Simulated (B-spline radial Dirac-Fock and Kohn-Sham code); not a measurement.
Tl²²⁺: eigenvalues, ΔSCF and the reference

System: the Tl²²⁺ ion, [Kr] 4d10 4f13.

The density-functional columns are spherical, spin-unpolarised Dirac-Kohn-Sham results without Breit or QED terms: −ε is minus the orbital energy of the initial state and ΔSCF the difference of two total energies. The reference in the last column comes from relaxed Dirac-Fock hole states (ΔSCF) with Breit and QED corrections and a finite nucleus. All numbers are from a B-spline atomic structure program, in eV; a selection of levels is shown. The Kohn-Sham columns are given as differences from the reference. For the 1s level of heavy atoms much of the gap between ΔSCF and the reference is the Breit and QED part, -473.5 eV here; for other levels the error of the functional can be larger.

```
     level  LDA −ε − DF  LDA ΔSCF − DF  Dirac-Fock
    K (1s)       -180.9         +463.6     86126.6
   L1 (2s)       -183.7          -53.2     15943.4
L2 (2p1/2)       -128.0          +37.6     15291.2
L3 (2p3/2)       -149.3           -9.8     13247.8
   M1 (3s)       -106.0          -59.4      4289.1
M2 (3p1/2)        -86.3          -36.8      3998.4
M3 (3p3/2)        -86.1          -40.9      3538.2
M4 (3d3/2)        -64.1          -11.6      3065.3
M5 (3d5/2)        -65.9          -15.0      2968.7
   N1 (4s)        -59.2          -33.5      1409.3
N2 (4p1/2)        -50.9          -25.2      1283.4
N3 (4p3/2)        -50.5          -26.1      1168.1
N4 (4d3/2)        -37.8          -13.5       962.1
N5 (4d5/2)        -37.8          -13.9       940.2
 N6,7 (4f)        -22.2           +1.7       670.5
```

Values without a named source are computed, but for edge energies of neutral atoms, which are taken from tables.
